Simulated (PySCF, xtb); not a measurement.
hydrogen sulfate (HO₄S), SMILES O=S(=O)([O-])O, charge -1.

GFN2-xTB (xtb 6.7.1) at its own geometry gives an orbital gap of 8.57 eV.

Geometry: B3LYP-D3(BJ)/def2-SVPD. Other conformers were not sampled.

Problem. What does PySCF with HF/def2-SVPD give? (The exact figures need the calculation; the answer reports its results.)

Solution. gap 12.71 eV (levels -7.07 and 5.63 eV).
